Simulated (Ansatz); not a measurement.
SbClF (SMILES [F][Sb][Cl]): methods side by side

The species is SbClF (3 atoms), meant as a doublet with charge 0. As SMILES, `[F][Sb][Cl]`. The coordinates come from a PBE0-D4/def2-TZVP relaxation.

```
atom    x (Å)    y (Å)    z (Å)
   F  -0.8787   1.2318  -0.3476
  Sb  -0.6009  -0.6583  -0.3672
  Cl   1.4687  -0.6382   0.7015
```

Each level gives the energy change with the F1–Sb2 bond stretched from 1.911 to 2.388 Å (eV). The values are calculated.

```
           level                    kind  program  value (eV)  less FCI/STO-3G
 U-revPBE/STO-3G                     GGA   Ansatz        1.17            +0.22
    UBLYP/STO-3G                     GGA   Ansatz        1.23            +0.28
U-r2SCAN0/STO-3G         hybrid meta-GGA   Ansatz        1.57            +0.62
   UBHLYP/STO-3G           global hybrid   Ansatz        1.58            +0.63
   UHSE06/STO-3G  range-separated hybrid   Ansatz        1.50            +0.55
     UMP2/STO-3G     perturbation theory   Ansatz        1.43            +0.48
 UBCCD(T)/STO-3G   coupled cluster or CI   Ansatz        0.96            +0.01
 UCCSD(T)/STO-3G   coupled cluster or CI   Ansatz        0.93            -0.02
      FCI/STO-3G      exact in the basis   Ansatz        0.95             0.00
```

FCI/STO-3G is exact within its basis and frozen core, so for wave-function methods in that basis the difference is their error; functionals converge differently with the basis, so for them it is only a difference. All-electron rows without a relativistic Hamiltonian named are non-relativistic. The first shape isn't each level's own minimum. The values span 0.93 to 1.58 eV. Spin contamination of the reference (⟨S²⟩ at least 0.1 too high) touches U-r2SCAN0/STO-3G, UBHLYP/STO-3G, UMP2/STO-3G, UBCCD(T)/STO-3G, UCCSD(T)/STO-3G. All rows use very small basis sets, so none should be taken for the real molecule's value. In the correlated wave-function rows the outer d shell of Sb is correlated, in sets not made for it.
